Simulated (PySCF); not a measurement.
C2H10GeSi, SMILES [GeH3][SiH](C)C.

Geometry optimised at PBE-D3(BJ)/def2-SVP. This is a generated structure with no PubChem entry under its InChIKey; it may be hypothetical.

These are PBE-D3(BJ)/def2-SVP (PySCF) values and carry that method's errors.

Frequencies are harmonic and unscaled.

Q: Give all harmonic wavenumbers and intensities. (An estimate is asked for; the answer gives what the named calculation found.)

A: 
| mode | ν (cm⁻¹) | IR (km/mol) | moving atoms (share of kinetic energy) |
|---|---|---|---|
| 1 | 78 | 0.0 | H 96 % |
| 2 | 120 | 1.1 | C 44 %, H 31 %, Si 17 % |
| 3 | 141 | 0.6 | H 48 %, C 29 %, Ge 13 %, Si 10 % |
| 4 | 159 | 0.0 | H 98 % |
| 5 | 169 | 0.4 | H 82 %, C 12 % |
| 6 | 197 | 1.7 | H 39 %, C 36 %, Si 25 % |
| 7 | 333 | 0.7 | Si 49 %, Ge 25 %, H 18 % |
| 8 | 420 | 13.8 | H 85 %, Si 10 % |
| 9 | 429 | 11.8 | H 91 % |
| 10 | 596 | 3.8 | H 94 % |
| 11 | 633 | 3.3 | C 50 %, H 36 %, Si 14 % |
| 12 | 665 | 47.0 | H 78 %, Si 11 %, C 9 % |
| 13 | 685 | 4.9 | H 51 %, C 35 %, Si 14 % |
| 14 | 738 | 16.9 | H 50 %, C 25 %, Si 25 % |
| 15 | 761 | 277.4 | H 94 % |
| 16 | 831 | 24.1 | H 69 %, C 23 %, Si 8 % |
| 17 | 854 | 0.4 | H 95 % |
| 18 | 857 | 75.6 | H 78 %, C 12 %, Si 9 % |
| 19 | 858 | 40.8 | H 94 % |
| 20 | 873 | 102.6 | H 85 %, C 9 % |
| 21 | 1210 | 19.5 | H 79 %, C 21 % |
| 22 | 1217 | 6.7 | H 80 %, C 20 % |
| 23 | 1378 | 0.3 | H 96 % |
| 24 | 1380 | 3.3 | H 96 % |
| 25 | 1387 | 5.3 | H 96 % |
| 26 | 1391 | 6.2 | H 96 % |
| 27 | 2051 | 85.4 | H 99 % |
| 28 | 2064 | 104.3 | H 99 % |
| 29 | 2069 | 120.9 | H 98 % |
| 30 | 2132 | 127.7 | H 97 % |
| 31 | 2973 | 4.6 | H 97 % |
| 32 | 2973 | 4.1 | H 97 % |
| 33 | 3071 | 0.0 | H 91 %, C 9 % |
| 34 | 3071 | 6.1 | H 91 %, C 9 % |
| 35 | 3079 | 3.6 | H 91 %, C 9 % |
| 36 | 3079 | 1.6 | H 91 %, C 9 % |
